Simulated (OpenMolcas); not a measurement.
## What dynamic correlation does to the levels of neutral oxygen

```yaml
Program: OpenMolcas
Basis: ANO-R3 [4s4p2d1f]
Scalar_Hamiltonian: X2C, finite nucleus
Active_space: 4 electrons in 9 orbitals (RAS2 2p; RAS3 3s 3d, at most 1 electron)
State_averaging: 2S+1 = 3 even, 3 roots; 2S+1 = 1 even, 6 roots; 2S+1 = 5 odd, 1 root; 2S+1 = 3 odd, 6 roots; 2S+1 = 1 odd, 5 roots
Spin-orbit_coupling: RASSI with atomic mean-field integrals over the reference wave functions, term energies averaged over their components
```

Methods on the same reference wave functions:
A. RASSCF
B. SS-RASPT2, IPEA 0.25 Eh, imaginary shift 0.1 Eh (closed shells correlated: 1s 2s)

Energies in cm⁻¹ above 2s² 2p⁴ ³P₂, the measured ground level; measured values from NIST Handbook of Basic Atomic Spectroscopic Data.

```
          Level      A      B  Measured
    2s² 2p⁴ ³P₂    0.0    0.0       0.0
    2s² 2p⁴ ³P₁    148    148       158
    2s² 2p⁴ ³P₀    221    221       227
    2s² 2p⁴ ¹D₂  17665  15720     15868
    2s² 2p⁴ ¹S₀  43787  38390     33793
2s² 2p³ 3s ⁵S°₂  67876  16200     73768
2s² 2p³ 3s ³S°₁  73835  78650     76795
```

Deviations, from unrounded energies. A percentage is the sum of absolute deviations over the sum of measured energies, with the sign that they share, or ± where signs differ.

| Against measurement | Levels | A | B |
| --- | --- | --- | --- |
| mean absolute deviation (cm-1) | 6 | 3400 | 11000 |
| fine structure of the ground term (%) | 2 | -4.2 | -4.2 |
| other terms of the ground configuration (%) | 2 | +23.7 | ±9.6 |
| other configurations (%) | 2 | -5.9 | ±39.5 |

A lies closest to measurement on these levels. The largest miss of A in the table is 2s² 2p⁴ ¹S₀, by +10000 cm-1. The ranking rests on the paired levels alone, and a cruder setting can come out closer through cancelling errors.

From A to B the spin-free energies of the other terms of 2s² 2p⁴ shown, above ³P, scale by factors of 0.88 to 0.89.

The lowest spin-free term lies below A's lowest term by 0.146 hartree in B.

CASPT2 does not keep the components of a term degenerate, so their means are used; among the terms shown or strongly mixed into the levels shown the widest spread is 72 cm-1 (2s² 2p⁴ ¹D, B). Over all roots computed the reference weight is 0.85 to 0.97 in B; the roots of lowest weight are the least certain, and an intruder state may touch them. ANO sets are built for valence states and can reach diffuse excited orbitals poorly. With the s shell closed, the reference lacks s² → p² mixing. Without dynamic correlation excited terms often stand tens of per cent too high (terms of higher spin than the ground term too low), and those without a measured partner can miss by more than the paired ones (holds for A). Measured partners are found by configuration, term and J. A level has none where our copy of the source lacks it or the pairing is in doubt (some pairs that miss far off the trend of their configuration count as doubtful), and it then counts in no deviation. Only configurations of the active space appear. Levels that lie high or do not pair safely by name in every column are left out.

° marks odd parity.
